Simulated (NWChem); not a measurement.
System: CH3BrOSe; SMILES CO[Se]Br

NWChem input:

```
start job
memory heap 200 mb stack 900 mb global 1100 mb
geometry units angstroms noautosym nocenter noautoz
  Se     0.785524     0.633529    -0.039508
  Br    -0.155535    -1.546571    -0.045644
  O     -0.562203     1.650631     0.609518
  C     -1.631864     1.924697    -0.297959
  H     -2.212021     1.002060    -0.518973
  H     -2.290774     2.649514     0.221208
  H     -1.272096     2.363744    -1.253593
end
basis spherical
  * library 6-31g*
end
dft
  xc b3lyp
  iterations 150
end
property
  efieldgrad
end
task dft property
```

NWChem printed, in part:

```
             Northwest Computational Chemistry Package (NWChem) 7.3.0
             --------------------------------------------------------

                             Geometry "geometry" -> ""
                             -------------------------

 Output coordinates in angstroms (scale by  1.889725989 to convert to a.u.)

  No.       Tag          Charge          X              Y              Z
 ---- ---------------- ---------- -------------- -------------- --------------
    1 Se                  34.0000     0.78552400     0.63352900    -0.03950800
    2 Br                  35.0000    -0.15553500    -1.54657100    -0.04564400
    3 O                    8.0000    -0.56220300     1.65063100     0.60951800
    4 C                    6.0000    -1.63186400     1.92469700    -0.29795900
    5 H                    1.0000    -2.21202100     1.00206000    -0.51897300
    6 H                    1.0000    -2.29077400     2.64951400     0.22120800
    7 H                    1.0000    -1.27209600     2.36374400    -1.25359300

 Effective nuclear repulsion energy (a.u.)     522.5023710783

                              NWChem Property Module
                              ----------------------

  itol2e modified to match energy
  convergence criterion.

                                 NWChem DFT Module
                                 -----------------

 Summary of "ao basis" -> "ao basis" (spherical)
 ------------------------------------------------------------------------------
       Tag                 Description            Shells   Functions and Types
 ---------------- ------------------------------  ------  ---------------------
 Se                          6-31g*                 12       32   5s4p3d
 Br                          6-31g*                 12       32   5s4p3d
 O                           6-31g*                  6       14   3s2p1d
 C                           6-31g*                  6       14   3s2p1d
 H                           6-31g*                  2        2   2s

  itol2e modified to match energy
  convergence criterion.

[...]

          -----------------------
          Electric field gradient
          -----------------------

 1 a.u. = 0.324123 10**(16) esu/cm**3  ( or statvolts/cm**2 ) = 0.97174 10**(22) v/m**2

 ------------------------------------------------------------
   Atom      X         Y         Z
 ------------------------------------------------------------
    1 Se   1.48443   1.19720  -0.07466
 ------------------------------------------------------------

 Electric field gradient in molecular frame (a.u.)
         XX             YY             ZZ             XY             XZ             YZ
 ------------------------------------------------------------------------------------------
       -2.144969      -5.189485       7.334454       0.138915       3.894232      -1.976109

 Principal components (a.u.) and orientation
 of principal axis w.r.t. absolute frame                      Asymmetry parameter eta
 --------------------------------------------------------------------------------------
        8.962313      -5.709969      -3.252344                       0.274218

        0.326732      -0.282828       0.901806
       -0.127558       0.932248       0.338590
        0.936469       0.225661      -0.268519

 ------------------------------------------------------------
   Atom      X         Y         Z
 ------------------------------------------------------------
    2 Br  -0.29392  -2.92260  -0.08625
 ------------------------------------------------------------

 Electric field gradient in molecular frame (a.u.)
         XX             YY             ZZ             XY             XZ             YZ
 ------------------------------------------------------------------------------------------
        1.397353      -5.176698       3.779345      -3.247690       0.330916      -0.185652

 Principal components (a.u.) and orientation
 of principal axis w.r.t. absolute frame                      Asymmetry parameter eta
 --------------------------------------------------------------------------------------
       -6.510704       3.900826       2.609879                       0.198281

        0.379728       0.281923       0.881094
        0.925087      -0.120332      -0.360186
        0.004479       0.951861      -0.306496

 ------------------------------------------------------------
   Atom      X         Y         Z
 ------------------------------------------------------------
    3 O   -1.06241   3.11924   1.15182
 ------------------------------------------------------------

 Electric field gradient in molecular frame (a.u.)
         XX             YY             ZZ             XY             XZ             YZ
 ------------------------------------------------------------------------------------------
       -0.842867       0.477758       0.365109       1.314939      -0.392978      -0.442209

 Principal components (a.u.) and orientation
 of principal axis w.r.t. absolute frame                      Asymmetry parameter eta
 --------------------------------------------------------------------------------------
       -1.659456       1.571139       0.088318                       0.893558

        0.855389       0.484199       0.184013
       -0.515216       0.758625       0.398799
        0.053501      -0.435935       0.898387

 ------------------------------------------------------------
   Atom      X         Y         Z
 ------------------------------------------------------------
    4 C   -3.08378   3.63715  -0.56306
 ------------------------------------------------------------

[...]
```

Level: B3LYP/6-31G* (spherical d). Coordinates come from a PBE-D3(BJ)/def2-SVP optimisation. NWChem prints the field gradient with the sign opposite to the second derivative of the potential.
